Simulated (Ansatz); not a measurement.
`[CH3][Nb]([OH])([OH])=[S]` + H–F → `[CH3][Nb]([OH])([F])=[S]` + H₂O at 298.15 K and 1 bar (ligand exchange at the Nb–O bond).

Gas-phase electronic energies from Ansatz, PBE0-D4/def2-TZVP geometries. CCSD(T)/CBS adds triple-zeta CCSD(T) − MP2 to the extrapolated MP2 energy (def2 sets, frozen cores). This one scheme is used for every species. def2 core potentials past Kr. For Nb outer-core shells are correlated without core-valence functions, which leaves a few kJ/mol of doubt a bond. One conformer a species, not always the lowest.

| species | CCSD(T)/CBS energy (Eh) | H − E (kJ/mol) | S (J/(mol·K)) |
| --- | --- | --- | --- |
| `[CH3][Nb]([OH])([OH])=[S]` | -646.25735 | 190.4 | 377.0 |
| H–F | -100.39570 | 33.5 | 173.6 |
| `[CH3][Nb]([OH])([F])=[S]` | -670.28419 | 160.2 | 369.5 |
| H₂O | -76.37941 | 66.4 | 188.7 |

H − E and S are ideal-gas, rigid-rotor, harmonic terms from PBE0-D4/def2-TZVP, for one conformer and one mirror image of each species. 1 Eh = 2625.50 kJ/mol, R = 8.31446 J/(mol·K).

Question: By hand: ΔE, ΔH, ΔS and ΔG.

Answer: ΔE = (-670.28419) + (-76.37941) − (-646.25735) − (-100.39570) = -0.01055 Eh = -27.7 kJ/mol. Δ(H − E) = 160.2 + 66.4 − 190.4 − 33.5 = 2.7, so ΔH = -25.0 kJ/mol. ΔS = 369.5 + 188.7 − 377.0 − 173.6 = 7.6 J/(mol·K). ΔG = -25.0 − 298.15 × (7.6)/1000 = -27.3 kJ/mol.

Question: By hand: the equilibrium constant, and the temperature at which ΔG would vanish if ΔH and ΔS stayed fixed.

Answer: log₁₀ K = −ΔG/(RT ln 10) = 4.8. ΔH and −TΔS have one sign here, so there is no such temperature.

The number of gas molecules stays the same, so ΔS is small and ΔH decides. A doubt of 5 kJ/mol in ΔE shifts log₁₀ K by 0.9 here. Other conformers and mirror images would add mixing entropy, several J/(mol·K) or more a flexible species. These are equilibria of isolated gas molecules and say nothing of rates. Largest T1 diagnostic: 0.023 (customary marks: 0.02 for closed shells, 0.045 for open ones).

ΔS is within the doubt of such terms, so its sign, and with it that verdict, could turn.
